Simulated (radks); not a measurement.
Question: Species: the krypton ion Kr3+. Configuration: [Ar] 3d10 4s2 4p3. All-electron calculation, non-relativistic Kohn-Sham, LB94 model potential, spin-polarised, spherical densities, point nucleus; open shells are filled with parallel spins first. Program: a radial shooting solver on a logarithmic mesh with Libxc functionals. Some entries of the table are withheld. Estimate them.

| orbital | occ. | eigenvalue (eV) | <r> (bohr) |
|---|---|---|---|
| 1s down | 1 | -14038.46 | 0.04238 |
| 1s up | 1 | -14038.42 | 0.04238 |
| 2s up | 1 | -1876.392 | 0.1873 |
| 2s down | 1 | -1876.222 | 0.1873 |
| 2p up | 3 | -1705.838 | 0.1612 |
| 2p down | 3 | -1705.549 | 0.1613 |
| 3s up | 1 | -306.7364 | 0.5419 |
| 3s down | 1 | -306.5346 | 0.5429 |
| 3p up | 3 | -245.7417 | (1) |
| 3p down | 3 | -245.6096 | (2) |
| 3d down | 5 | -136.1100 | (3) |
| 3d up | 5 | -136.0648 | (4) |
| 4s up | 1 | (5) | 1.481 |
| 4s down | 1 | (6) | 1.455 |
| 4p up | 3 | -50.6774 | 1.663 |
| 4p down | 0 | -50.0950 | 1.634 |

Answer: 
(1) 3p up <r> (bohr): 0.5446
(2) 3p down <r> (bohr): 0.5459
(3) 3d down <r> (bohr): 0.5494
(4) 3d up <r> (bohr): 0.5472
(5) 4s up eigenvalue (eV): -65.4561
(6) 4s down eigenvalue (eV): -65.3137
